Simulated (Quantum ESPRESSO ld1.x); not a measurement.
Results of a calculation; reference values are marked as such.
Question: Radial electron density D(r) = 4 pi r^2 rho(r) of an atom or ion with 31 electrons. Level of theory: Dirac Kohn-Sham, RPBE, spin-unpolarised, spherical densities, point nucleus (ld1.x of Quantum ESPRESSO 7.5).

```
   r/bohr * D(r) (the largest magnitude, 49.6, reaches the edge; | marks zero)
 0.001705 |*
 0.002292 | *
 0.003057 |  *
  0.00411 |     *
 0.005482 |        *
  0.00737 |             *
  0.00983 |                   *
  0.01322 |                            *
  0.01763 |                                    *
   0.0237 |                                            *
  0.03161 |                                              *
  0.04216 |                                           *
  0.05668 |                                      *
   0.0756 |                                      *
   0.1016 |                                               *
   0.1356 |                                                      *
   0.1823 |                                               *
   0.2431 |                                *
   0.3268 |                             *
   0.4359 |                                   *
    0.586 |                               *
   0.7816 |                 *
    1.051 |      *
    1.402 |   *
    1.884 | *
    2.513 |*
    3.379 *
    4.507 *
     6.06 *
```

What is the nuclear charge?

Answer: Z = 34. The innermost maximum, from 1s, lies near gamma/Z bohr with gamma = sqrt(1 - (Z/c)^2) = 0.969, here 0.0285 bohr (found: 0.0309), and its height grows with Z. The density is that of the selenium ion Se3+ in [Ar] 3d10 4s2 4p1; the configuration itself is not fixed sharply by these data, and Z only to about a unit. D(r) has 3 maxima, at r = 0.0309, 0.139, 0.472 bohr, and minima at 0.0649, 0.297 bohr, inside which lie 2.10, 10.98 electrons.
